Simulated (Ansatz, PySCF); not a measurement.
C₂H₇BO₂, SMILES CCB(O)O. Atoms are numbered in the order given.

```xyz
12

B     -0.0396     0.0616     0.5897
C      0.3231    -0.7936    -0.6889
C      0.1161    -0.0908    -2.0244
H     -0.2671    -1.7292    -0.6516
H      1.3737    -1.1272    -0.5890
H      0.7234     0.8246    -2.0894
H     -0.9327     0.2171    -2.1523
H      0.3841    -0.7331    -2.8777
O     -0.5007     1.3315     0.4436
H     -0.6822     1.7375     1.2989
O      0.0882    -0.4174     1.8668
H      0.4184    -1.3192     1.8975
```
Charge 0, spin multiplicity 1.

Geometry: PBE0-D3(BJ)/def2-SVP. The values are those of a single conformer.

Two levels are set side by side: PBE-D3(BJ)/def2-SVP (Ansatz, an electronic-structure program) and PBE0-D3(BJ)/def2-SVP (Ansatz). Each level has its own optimised geometry; the coordinates shown are those of the second. Frequencies come from the Hessian of PySCF at each geometry. Differences are taken from unrounded values.

```csv
quantity,PBE0-D3(BJ),PBE-D3(BJ),PBE-D3(BJ) minus PBE0-D3(BJ)
mean bond length (Å),1.207,1.216,0.009
bond B1–C2 (Å),1.580,1.587,0.007
bond B1–O9 (Å),1.359,1.370,0.011
bond B1–O11 (Å),1.370,1.381,0.012
bond C2–C3 (Å),1.523,1.532,0.009
bond C2–H4 (Å),1.107,1.115,0.009
bond C2–H5 (Å),1.107,1.115,0.009
bond C3–H6 (Å),1.100,1.109,0.008
bond C3–H7 (Å),1.100,1.109,0.008
bond C3–H8 (Å),1.101,1.109,0.008
bond O9–H10 (Å),0.964,0.976,0.012
bond O11–H12 (Å),0.961,0.972,0.011
highest harmonic wavenumber (cm⁻¹),3932,3760,-172
mean harmonic wavenumber (cm⁻¹),1466,1417,-49
zero-point energy (kcal/mol),62.88,60.78,-2.09
```

Exact exchange shortens and stiffens bonds; PBE has none. Differences between two approximate levels are no errors against the true value.
